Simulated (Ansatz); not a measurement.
The cluster Al₂Te₄⁻. Charge -1, multiplicity 2. Geometry PBE-D4/def2-SVPD.

```xyz
6

Al   -0.231    0.578   -2.104
Al    0.358    0.098    0.911
Te    1.322    2.037   -0.620
Te    0.027   -1.956   -1.070
Te    0.697   -0.439    3.262
Te   -2.174   -0.317   -0.378
```

In the def2 sets Te takes a core potential; there is no spin–orbit coupling. HSE06 is defined as in plane-wave codes, on full-range PBE exchange. At LDA (SPW92)/def2-SVP the gap within one spin of the charge -1 doublet nearly closes, so an electron or hole may be smeared out by delocalisation error. Another isomer (doublet) lies 1.08 eV lower at PBE0-D4/def2-SVP; other spin states weren't run for this one.

Problem. Estimate the α-spin orbital energies around the gap (eV) in Ansatz with LDA (SPW92)/def2-SVP, PBE-D4/def2-SVP, revPBE-D4/def2-SVP, r2SCAN-D4/def2-SVP, HSE06-D4/def2-SVP.

Solution. 
| orbital | LDA (SPW92)/def2-SVP | PBE-D4/def2-SVP | revPBE-D4/def2-SVP | r2SCAN-D4/def2-SVP | HSE06-D4/def2-SVP |
| --- | --- | --- | --- | --- | --- |
| HOMO−9 | -4.83 | -4.66 | -4.61 | -5.05 | -5.31 |
| HOMO−8 | -3.81 | -3.67 | -3.62 | -4.05 | -4.44 |
| HOMO−7 | -3.29 | -3.14 | -3.11 | -3.52 | -3.87 |
| HOMO−6 | -3.18 | -3.03 | -2.99 | -3.38 | -3.71 |
| HOMO−5 | -2.80 | -2.65 | -2.61 | -2.97 | -3.29 |
| HOMO−4 | -2.68 | -2.54 | -2.50 | -2.90 | -3.22 |
| HOMO−3 | -1.77 | -1.64 | -1.60 | -1.95 | -2.28 |
| HOMO−2 | -1.37 | -1.32 | -1.30 | -1.70 | -1.92 |
| HOMO−1 | -0.82 | -0.67 | -0.62 | -0.91 | -1.20 |
| HOMO | -0.79 | -0.64 | -0.59 | -0.86 | -1.18 |
| LUMO | -0.48 | -0.26 | -0.20 | -0.33 | -0.02 |
| LUMO+1 | 1.30 | 1.52 | 1.60 | 1.66 | 1.77 |
| LUMO+2 | 1.75 | 1.87 | 1.92 | 1.85 | 2.05 |
| LUMO+3 | 2.19 | 2.36 | 2.42 | 2.47 | 2.60 |
| LUMO+4 | 2.60 | 2.76 | 2.82 | 2.90 | 3.01 |
| LUMO+5 | 2.73 | 2.92 | 3.00 | 3.09 | 3.20 |
| β HOMO | -0.78 | -0.63 | -0.58 | -0.86 | -1.17 |
| β LUMO | -0.67 | -0.35 | -0.25 | -0.29 | -0.15 |
